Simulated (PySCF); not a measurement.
propane (C$_{3}$H$_{8}$), singlet, geometry from GFN2-xTB; M062X/STO-3G (PySCF).

Here is a job for PySCF.
```python
from pyscf import gto, scf, dft

mol = gto.Mole()
mol.atom = '''
    C     0.00019816   -0.00959544    0.59262286
    C     0.00203840    1.26473711   -0.24264066
    C    -0.00221431   -1.25621880   -0.28345724
    H    -0.88125307   -0.01855469    1.23781232
    H     0.88208063   -0.02151901    1.23717471
    H     0.00374846    2.14435597    0.39712642
    H    -0.00350616   -2.15608872    0.32749829
    H     0.88367895    1.30120929   -0.87915334
    H    -0.87993462    1.30417409   -0.87851563
    H    -0.88428061   -1.27207466   -0.92022745
    H     0.87933296   -1.27503946   -0.92086516
'''
mol.basis = 'sto-3g'
mol.verbose = 4
mol.build()

mf = dft.RKS(mol)
mf.xc = 'm062x'
mf.damp = 0.5
mf.diis_start_cycle = 5
mf.kernel()
mf.analyze()
```

### Question
What does PySCF print? Leave out banner, timings and long lists.

### Answer

```
PySCF version 2.14.0

[INPUT] verbose = 4
[INPUT] num. atoms = 11
[INPUT] num. electrons = 26
[INPUT] charge = 0
[INPUT] spin (= nelec alpha-beta = 2S) = 0
[INPUT] symmetry False subgroup None
[INPUT] Mole.unit = angstrom
[INPUT] Symbol           X                Y                Z      unit          X                Y                Z       unit  Magmom
[INPUT]  1 C      0.000198160000  -0.009595440000   0.592622860000 AA    0.000374468129  -0.018132753645   1.119894900556 Bohr   0.0
[INPUT]  2 C      0.002038400000   1.264737110000  -0.242640660000 AA    0.003852017732   2.390006757474  -0.458524394084 Bohr   0.0
[INPUT]  3 C     -0.002214310000  -1.256218800000  -0.283457240000 AA   -0.004184439455  -2.373909484530  -0.535656551625 Bohr   0.0
[INPUT]  4 H     -0.881253070000  -0.018554690000   1.237812320000 AA   -1.665326948732  -0.035063282426   2.339126278412 Bohr   0.0
[INPUT]  5 H      0.882080630000  -0.021519010000   1.237174710000 AA    1.666890810484  -0.040665035372   2.337921370138 Bohr   0.0
[INPUT]  6 H      0.003748460000   2.144355970000   0.397126420000 AA    0.007083562789   4.052245496876   0.750460170629 Bohr   0.0
[INPUT]  7 H     -0.003506160000  -2.156088720000   0.327498290000 AA   -0.006625682149  -4.074417181064   0.618882074363 Bohr   0.0
[INPUT]  8 H      0.883678950000   1.301209290000  -0.879153340000 AA    1.669911197543   2.458929188840  -1.661359034097 Bohr   0.0
[INPUT]  9 H     -0.879934620000   1.304174090000  -0.878515630000 AA   -1.662835439323   2.464531848854  -1.660153936850 Bohr   0.0
[INPUT] 10 H     -0.884280610000  -1.272074660000  -0.920227450000 AA   -1.671048170163  -2.403872717399  -1.738977852807 Bohr   0.0
[INPUT] 11 H      0.879332960000  -1.275039460000  -0.920865160000 AA    1.661698466703  -2.409475377413  -1.740182950054 Bohr   0.0

nuclear repulsion = 82.9527646684393
number of shells = 17
number of NR pGTOs = 69
number of NR cGTOs = 23
basis = sto-3g
ecp = {}

******** <class 'pyscf.dft.rks.RKS'> ********
method = RKS
initial guess = minao
damping factor = 0.5
level_shift factor = 0
DIIS = <class 'pyscf.scf.diis.CDIIS'>
diis_start_cycle = 5
diis_space = 8
diis_damp = 0
SCF conv_tol = 1e-09
SCF conv_tol_grad = None
SCF max_cycles = 50
direct_scf = True
direct_scf_tol = 1e-13
XC library pyscf.dft.libxc version 7.1.2
    S. Lehtola, C. Steigemann, M. J. T. Oliveira, and M. A. L. Marques,  SoftwareX 7, 1–5 (2018)
XC functionals = m062x
    Y. Zhao and D. G. Truhlar,  Theor. Chem. Acc. 120, 215 (2008)
    Y. Zhao and D. G. Truhlar,  Theor. Chem. Acc. 120, 215 (2008)
radial grids:
    Treutler-Ahlrichs [JCP 102, 346 (1995); DOI:10.1063/1.469408] (M4) radial grids

becke partition: Becke, JCP 88, 2547 (1988); DOI:10.1063/1.454033
pruning grids: <function nwchem_prune>
grids dens level: 3
symmetrized grids: False
atomic radii adjust function: <function treutler_atomic_radii_adjust>
small_rho_cutoff = 0
Set gradient conv threshold to 3.16228e-05
Initial guess from minao.
tot grids = 120824
init E= -117.835479935423
  HOMO = -0.333738965353898  LUMO = 0.349804484026209  gap/eV = 18.60016
cycle= 1 E= -117.704435394088  delta_E= 0.131  |g|= 0.143  |ddm|=  3.6
  HOMO = -0.339004277239966  LUMO = 0.412173450775764  gap/eV = 20.44059
cycle= 2 E= -117.710326009416  delta_E= -0.00589  |g|= 0.0616  |ddm|= 0.149
  HOMO = -0.344986013976497  LUMO = 0.437087786243142  gap/eV = 21.28131
cycle= 3 E= -117.711492393912  delta_E= -0.00117  |g|= 0.0335  |ddm|= 0.0639
  HOMO = -0.349595680225425  LUMO = 0.44832224751241  gap/eV = 21.71245
cycle= 4 E= -117.711850035633  delta_E= -0.000358  |g|= 0.0191  |ddm|= 0.0347
  HOMO = -0.355083794022167  LUMO = 0.459035308856176  gap/eV = 22.15331
cycle= 5 E= -117.712024101211  delta_E= -0.000174  |g|= 0.00311  |ddm|= 0.0395
  HOMO = -0.355525567916706  LUMO = 0.458839575889271  gap/eV = 22.16000
cycle= 6 E= -117.712028846252  delta_E= -4.75e-06  |g|= 0.000654  |ddm|= 0.0065
  HOMO = -0.355415583151876  LUMO = 0.459068159447056  gap/eV = 22.16323
cycle= 7 E= -117.712028993487  delta_E= -1.47e-07  |g|= 0.000266  |ddm|= 0.00147
  HOMO = -0.355469871018552  LUMO = 0.458984219462944  gap/eV = 22.16242
cycle= 8 E= -117.712029016329  delta_E= -2.28e-08  |g|= 3.97e-06  |ddm|= 0.000358
  HOMO = -0.3554701967081  LUMO = 0.458983746748535  gap/eV = 22.16242
cycle= 9 E= -117.712029016334  delta_E= -4.92e-12  |g|= 1.66e-06  |ddm|= 6.93e-06
  HOMO = -0.355469914822831  LUMO = 0.458983939406031  gap/eV = 22.16242
Extra cycle  E= -117.712029016335  delta_E= -5.12e-13  |g|= 1.02e-06  |ddm|= 3.41e-06
converged SCF energy = -117.712029016335
**** SCF Summaries ****
Total Energy =                        -117.712029016334682
Nuclear Repulsion Energy =              82.952764668439315
One-electron Energy =                 -321.319152296532252
Two-electron Energy =                  120.654358611758255
Two-electron Coulomb Energy =          139.950015320367498
DFT Exchange-Correlation Energy =      -19.295656708609251
HOMO-LUMO gap [eV] =                    22.162418222898367
**** MO energy ****
MO #1   energy= -10.3776066828882  occ= 2
MO #2   energy= -10.3681185943499  occ= 2
MO #3   energy= -10.3680247039649  occ= 2
MO #4   energy= -0.841330515009967 occ= 2
MO #5   energy= -0.734686661675573 occ= 2
MO #6   energy= -0.633103881997395 occ= 2
MO #7   energy= -0.4990667670246   occ= 2
MO #8   energy= -0.472298115499724 occ= 2
MO #9   energy= -0.430501549644494 occ= 2
MO #10  energy= -0.414200403564936 occ= 2
MO #11  energy= -0.359526822046022 occ= 2
MO #12  energy= -0.355559667254882 occ= 2
MO #13  energy= -0.355469914822831 occ= 2
MO #14  energy= 0.458983939406031  occ= 0
MO #15  energy= 0.464750565886487  occ= 0
MO #16  energy= 0.483154419689083  occ= 0
MO #17  energy= 0.532436413285615  occ= 0
MO #18  energy= 0.549087742545877  occ= 0
MO #19  energy= 0.585147909983587  occ= 0
MO #20  energy= 0.58836001298902   occ= 0
MO #21  energy= 0.601958928124204  occ= 0
 ** Mulliken pop on meta-lowdin orthogonal AOs  **
 ** Mulliken pop  **
pop of  0 C 1s            1.99969
pop of  0 C 2s            1.01637
pop of  0 C 2px           1.04717
pop of  0 C 2py           0.98419
pop of  0 C 2pz           1.01408
pop of  1 C 1s            1.99968
pop of  1 C 2s            1.01319
pop of  1 C 2px           1.05582
pop of  1 C 2py           1.02200
pop of  1 C 2pz           1.04101
pop of  2 C 1s            1.99968
pop of  2 C 2s            1.01319
pop of  2 C 2px           1.05582
pop of  2 C 2py           1.02340
pop of  2 C 2pz           1.03961
pop of  3 H 1s            0.96248
pop of  4 H 1s            0.96248
pop of  5 H 1s            0.95775
pop of  6 H 1s            0.95775
pop of  7 H 1s            0.95866
pop of  8 H 1s            0.95866
pop of  9 H 1s            0.95866
pop of  10 H 1s           0.95866
 ** Mulliken atomic charges  **
charge of    0C =     -0.06150
charge of    1C =     -0.13171
charge of    2C =     -0.13170
charge of    3H =      0.03752
charge of    4H =      0.03752
charge of    5H =      0.04225
charge of    6H =      0.04225
charge of    7H =      0.04134
charge of    8H =      0.04134
charge of    9H =      0.04134
charge of   10H =      0.04134
Dipole moment(X, Y, Z, Debye):  0.00001, -0.00035,  0.02070
```
